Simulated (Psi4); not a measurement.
CH5BO2S (SMILES CSB(O)O), singlet, at a GFN2-xTB geometry. Base run: CCSD(T)/def2-SVP run with Psi4.

Here is a job for Psi4.
```
memory 2 GB

molecule mol {
0 1
B     0.193386    0.185469    0.774849
O     0.040275   -0.232353    2.051227
H     0.440845    0.281331    2.752971
O     0.878421    1.291430    0.388431
H     1.289592    1.824396    1.069084
S    -0.581739   -0.818249   -0.515339
C    -0.110044    0.119772   -2.012278
H    -0.514910    1.123784   -1.949566
H    -0.535014   -0.410917   -2.856398
H     0.971091    0.154807   -2.088504
}

set {
  basis def2-svp
  reference rhf
  freeze_core true
}

energy('ccsd(t)')
print_variables()
```

Each row names what was changed in the base input (with any setting that the change needs).

```tsv
change	ΔE vs base (kcal/mol)	MP2 correlation (Eh)	basis functions	core-seconds (rough)
base	0.000	-0.72605	99	200
method = dlpno-mp2	39.20	-0.72566	99	5
method = fno-ccsd(t)	0.000	-0.72605	99	50
method = qcisd(t)	-0.402	-0.72605	99	50
method = mp4	-0.014	-0.72605	99	50
method = mp2	39.12	-0.72578	99	4
method = ccsd	12.61	-0.72605	99	60
method = mp3	18.41	-0.72578	99	8
```
